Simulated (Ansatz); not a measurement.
Geometry optimisation, RKS r2SCAN/6-31G in Ansatz 0.2.0.

Input:

```yaml
crystal:
  periodic: [false, false, false]
  atoms:
    - { symbol: "N", position_ang: [0.8302, -2.0246, -0.9478] }
    - { symbol: C, position_ang: [0.1759, -1.0093, -0.0836] }
    - { symbol: O, position_ang: [0.7299, -1.2042, 1.1678] }
    - { symbol: F, position_ang: [-1.0365, -1.378, 0.0777] }
    - { symbol: Si, position_ang: [0.2284, 0.6904, -0.8445] }
    - { symbol: Si, position_ang: [-0.9317, 2.0779, 0.6092] }
    - { symbol: H, position_ang: [0.5607, -2.8898, -0.5827] }
    - { symbol: H, position_ang: [1.8278, -1.8876, -0.8367] }
    - { symbol: H, position_ang: [0.0336, -1.5649, 1.7416] }
    - { symbol: H, position_ang: [1.633, 1.1956, -0.9571] }
    - { symbol: H, position_ang: [-0.4097, 0.761, -2.1636] }
    - { symbol: H, position_ang: [-0.9014, 3.4765, 0.139] }
    - { symbol: H, position_ang: [-2.4009, 1.6647, 0.722] }
    - { symbol: H, position_ang: [-0.3521, 2.063, 1.9874] }
basis:
  gaussian: { orbitals: "6-31G" }
hamiltonian:
  xc: r2scan
relax:
  f_tol: 0.015
  max_steps: 40
```

Launched with:

```bash
$ ansatz run input.yaml --threads 1 --pin off --max-ram 2048MiB --backend cpu --events-out ev --progress --plain --runs-dir out
```

Task: Where does it end, and by what steps?

Result: The forces met the threshold. Limits of this set-up: no polarisation functions. After 21 steps the energy has fallen by 1.545 eV; H8 moved furthest, 1.46 Å. The start is strongly strained (largest force component 8 eV/Å).

```tsv
step	energy less start (eV)	largest force component (eV/Å)	accepted
0	0.0000	8.271	yes
1	-0.9602	2.773	yes
2	-1.1538	0.983	yes
3	-1.1177	0.492	no
4	-1.2152	0.512	yes
5	-1.2381	0.475	yes
6	-1.2657	0.782	yes
7	-1.2866	1.093	yes
8	-1.3671	1.818	yes
9	-1.4452	0.968	yes
10	-1.4338	1.202	no
11	-1.4823	0.382	yes
12	-1.4943	0.132	yes
13	-1.5017	0.468	yes
14	-1.5040	0.599	yes
15	-1.5262	0.102	yes
16	-1.5309	0.289	yes
17	-1.5385	0.192	yes
18	-1.5429	0.092	yes
19	-1.5443	0.153	yes
20	-1.5452	0.033	yes
21	-1.5453	0.012	yes
```

```xyz
14
Properties=species:S:1:pos:R:3
N 0.879 -2.073 -0.811
C 0.351 -1.082 -0.017
O 0.896 -1.236 1.280
F -1.177 -1.252 0.210
Si 0.387 0.722 -0.755
Si -1.062 2.001 0.585
H 1.064 -2.968 -0.380
H 0.746 -2.045 -1.807
H 0.313 -0.787 1.926
H 1.803 1.228 -0.738
H -0.081 0.642 -2.184
H -0.773 3.474 0.484
H -2.493 1.754 0.213
H -0.866 1.591 2.022
```

Whether the end is a true minimum wasn't checked by a vibrational analysis.

Time of the run: 3.9 min on 1 thread of Arm Neoverse V1 (shared host), peak memory 0.2 GiB.
